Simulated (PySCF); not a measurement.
Run record: excited-state job, `C1C[C@H]2CNC[C@@H]12`.

Computed with TDDFT wB97X-D/def2-SVPD, vertical, gas phase, core orbitals frozen in the response (PySCF 2.14.0, density-fitted response routines). Geometry: GFN2-xTB. A driver script takes a list of jobs; this job's settings line and coordinates (Å) are shown.

Input:
```
{"job": {"kind": "uv", "xc": "wB97X-D", "basis": "def2-SVPD", "nstates": 8, "ntriplets": 3}, "charge": 0, "multiplicity": 1}
C     -1.466334    -0.787600     0.232973
C     -1.343591     0.643725     0.775529
C     -0.280365     0.961279    -0.288641
C      1.146638     1.058630     0.241686
N      1.489806    -0.325042     0.524393
C      0.963908    -1.108676    -0.580847
C     -0.402737    -0.479815    -0.833727
H     -2.445817    -1.030947    -0.173363
H     -1.167681    -1.560922     0.935945
H     -2.251576     1.236973     0.689307
H     -0.971486     0.704724     1.794931
H     -0.529062     1.776398    -0.965954
H      1.216775     1.652814     1.155350
H      1.798057     1.515566    -0.523956
H      2.486175    -0.458864     0.656178
H      0.898266    -2.160174    -0.293312
H      1.581149    -1.032483    -1.493408
H     -0.730884    -0.599267    -1.864742
```

Output:
```
coarse grid: 14400 points
cycle   1  E = -289.6219174004  dE =  1.298e+00  |g| = 3.164e-01  |ddm| = 6.840e+00
cycle   2  E = -289.6349347852  dE = -1.302e-02  |g| = 2.666e-01  |ddm| = 1.804e+00
cycle   3  E = -289.6501826637  dE = -1.525e-02  |g| = 4.274e-02  |ddm| = 6.667e-01
cycle   4  E = -289.6506301038  dE = -4.474e-04  |g| = 1.128e-02  |ddm| = 1.997e-01
cycle   5  E = -289.6506609075  dE = -3.080e-05  |g| = 4.225e-03  |ddm| = 6.329e-02
cycle   6  E = -289.6506658739  dE = -4.966e-06  |g| = 7.959e-04  |ddm| = 3.331e-02
final grid: 137336 points
cycle   7  E = -289.6941106422  dE = -1.444e-04  |g| = 5.202e-03  |ddm| = 2.593e-01
cycle   8  E = -289.6941138374  dE = -3.195e-06  |g| = 4.621e-03  |ddm| = 3.287e-02
cycle   9  E = -289.6941185065  dE = -4.669e-06  |g| = 5.673e-04  |ddm| = 1.339e-02
cycle  10  E = -289.6941186111  dE = -1.046e-07  |g| = 2.452e-04  |ddm| = 3.723e-03
cycle  11  E = -289.6941186261  dE = -1.505e-08  |g| = 6.703e-05  |ddm| = 1.522e-03
cycle  12  E = -289.6941186276  dE = -1.517e-09  |g| = 1.758e-05  |ddm| = 3.775e-04
cycle  13  E = -289.6941186278  dE = -1.531e-10  |g| = 5.594e-06  |ddm| = 2.158e-04
converged SCF energy = -289.6941186278

Static polarisability (au): isotropic 72.564, principal 66.575 74.587 76.530

Singlet excitations
state   eV       nm        f      main configurations
  1   6.3164    196.3   0.00635   H->L 0.72, H->L+2 0.16
  2   7.4402    166.6   0.06446   H->L+3 0.62, H->L+7 0.18, H->L 0.13
  3   7.4459    166.5   0.00370   H->L+1 0.80, H->L+4 0.16
  4   7.6423    162.2   0.00001   H->L+5 0.65, H->L+2 0.17, H->L 0.09
  5   8.0901    153.3   0.01522   H->L+2 0.56, H->L+5 0.25
  6   8.2293    150.7   0.00371   H->L+4 0.49, H->L+6 0.27, H->L+1 0.10
  7   8.3746    148.0   0.02957   H->L+7 0.58, H->L+3 0.15
  8   8.3759    148.0   0.01101   H-1->L 0.73

Triplet excitations (Tamm-Dancoff, eV): 6.1409 7.3852 7.3992
```

The SCF starts on a coarse grid where the log names one; the energy can jump when the final grid takes over, and dE then counts from the start density on the new grid. H and L stand for HOMO and LUMO; the number after each pair is its weight.

**Question.** How does the lowest singlet excitation compare with the HOMO–LUMO gap?

**Answer.** HOMO -8.28 eV and LUMO 2.42 eV give a gap of 10.70 eV; S1 at 6.32 eV lies 4.38 eV below it.

Summary of the converged run: HOMO -8.28 eV, LUMO 2.42 eV; lowest singlet 6.32 eV; lowest triplet 6.14 eV (Tamm–Dancoff); mean polarisability 72.6 au.

**Question.** Estimate the wall time. Hardware: one thread, x86-64 server (shared host).

**Answer.** About 42 s.

One conformer stands for the species.
Labels such as C1 count atoms from 1, the log's own numbers from 0.

Note: wB97X-D ran without an empirical dispersion term, which enters the total energy and its gradient alone.
